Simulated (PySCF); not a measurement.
C₄H₁₀OSi.

```xyz
16

C      0.0518     1.5528     1.0546
C     -0.0219     0.2652     0.2550
Si     1.6096    -0.1932    -0.6305
C     -0.7491    -0.9248     0.9370
C     -1.7025    -0.8514    -0.2667
O     -1.0668     0.3338    -0.7715
H      0.7781     1.4592     1.8789
H     -0.9360     1.7929     1.4818
H      0.3600     2.3965     0.4168
H      1.3987    -1.4597    -1.3888
H      1.9935     0.8978    -1.5703
H      2.7160    -0.4013     0.3546
H     -1.2070    -0.6569     1.9010
H     -0.1830    -1.8599     1.0585
H     -2.7702    -0.6857    -0.0416
H     -1.6191    -1.6987    -0.9715
```
Charge 0, spin multiplicity 1.

Coordinates come from a B3LYP-D3(BJ)/def2-SVP optimisation. The structure was generated by enumeration; whether it is a known compound was not checked.

These are PBE/pcSseg-1 run with PySCF values and carry that method's errors. Non-relativistic, no solvent.

Problem. Give the absolute GIAO shielding of each atom: isotropic value and principal components (ppm). (Estimate from the structure and the level; the computed values follow.)

Solution. 
```
atom  σ(iso)    σ11    σ22    σ33   span
----  ------  -----  -----  -----  -----
C1     148.4  131.4  137.2  176.6   45.2
C2      95.2   58.8   72.0  154.8   96.0
Si3    405.0  360.3  401.3  453.4   93.1
C4     144.2  125.9  133.6  173.1   47.2
C5     109.5   77.8   88.1  162.7   84.9
O6     265.9  205.8  250.4  341.5  135.7
H7      29.9   26.2   28.4   35.1    8.9
H8      29.5   26.2   28.2   34.0    7.8
H9      29.5   25.6   28.3   34.5    9.0
H10     27.0   23.7   26.1   31.3    7.6
H11     27.4   24.4   25.8   32.0    7.6
H12     27.3   24.1   25.6   32.2    8.1
H13     28.8   26.5   27.6   32.2    5.7
H14     28.6   25.3   28.0   32.5    7.1
H15     26.6   23.9   24.0   31.9    8.0
H16     26.4   24.1   24.3   30.8    6.7
```
